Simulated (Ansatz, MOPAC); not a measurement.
Donor–acceptor adduct: AlH3 (SMILES [AlH3]) (first 4 atoms) with AsH3 (SMILES [AsH3]); geometry from B3LYP-D3(BJ)/def2-TZVP, rigid monomers moved along the line of their centres of mass till Al1···As5 is 2.40 Å.
(charge 0, multiplicity 1):
| atom | x (Å) | y (Å) | z (Å) |
|---|---|---|---|
| Al | 0.2822 | 0.6255 | 0.5610 |
| H | -0.5405 | -0.2926 | -0.4415 |
| H | -0.2475 | 2.0913 | 0.8698 |
| H | 1.8116 | 0.2894 | 0.8303 |
| As | -0.5584 | -0.3781 | 2.5749 |
| H | -0.0933 | 0.1218 | 3.9227 |
| H | -0.3393 | -1.8496 | 2.8390 |
| H | -2.0397 | -0.3566 | 2.8719 |

Interaction energies are E(AB) − E(A) − E(B) at the monomers' geometry in the complex; basis-set methods are counterpoise corrected.

Frozen-core correlation. Filled d and f shells under p-block atoms count as core. The state that AM1 reach isn't checked.

Programs: Ansatz (a quantum-chemistry and plane-wave program) with Gaussian orbitals; MOPAC for AM1 (differences of heats of formation). Values without a source in brackets are computed.

Q: Estimate the interaction energy that HF/def2-SVPD returns for this input.

A: -4.3 kcal/mol

Q: Give the interaction energy at the level AM1.

A: -12.8 kcal/mol

Q: Give the interaction energy at the level MP2/def2-TZVPPD.

A: -10.4 kcal/mol
